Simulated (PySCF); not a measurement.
## As(2+) (arsenic, charge +2): TPSS calculation

Configuration: [Ar] 3d10 4s2 4p1, 2P determinant. Computed with PySCF 2.14 in jorge-DZP-DKH (8s6p2d1f, 43 functions), with the spin-free X2C one-electron Hamiltonian (Gaussian nucleus).

```json
{
  "Total energy": "-2259.491 hartree",
  "One-electron energy": "-3119.674 hartree",
  "Hartree (Coulomb) energy": "943.868 hartree",
  "Exchange-correlation energy": "-83.685 hartree",
  "⟨S²⟩": "0.7503",
  "⟨L²⟩": "2.001",
  "Sum of ⟨r⟩": "18.97 bohr",
  "Sum of ⟨r²⟩": "22.45 bohr²",
  "Traceless quadrupole moment −½Σ⟨3z² − r²⟩ along its main axis": "-2.18 e·bohr²",
  "Langevin diamagnetic susceptibility": "-17.8 ×10⁻⁶ cm³/mol",
  "Time after the integrals": "1.4 s of wall time on 1 thread of Neoverse-N1 (shared host)"
}
```

```tsv
shell	electrons	mean orbital energy (eV)	spread (eV)	rms radius, mean of both spins (bohr)
1s α	1	-11747.3	0	0.0524
1s β	1	-11747.3	0	0.0524
2s α	1	-1510.6	0	0.220
2s β	1	-1510.6	0	0.220
2p α	3	-1326.2	0.135	0.196
2p β	3	-1326.2	0.221	0.196
3s α	1	-212.77	0	0.642
3s β	1	-212.69	0	0.642
3p α	3	-155.48	0.478	0.668
3p β	3	-155.39	0.635	0.668
3d α	5	-61.492	0.474	0.750
3d β	5	-61.359	0.669	0.750
4s α	1	-33.784	0	1.93
4s β	1	-32.572	0	1.93
4p α	1	-23.182	0	2.35
```

Densities and radii are taken from the X2C orbitals without a picture-change correction, which distorts them close to the nucleus.
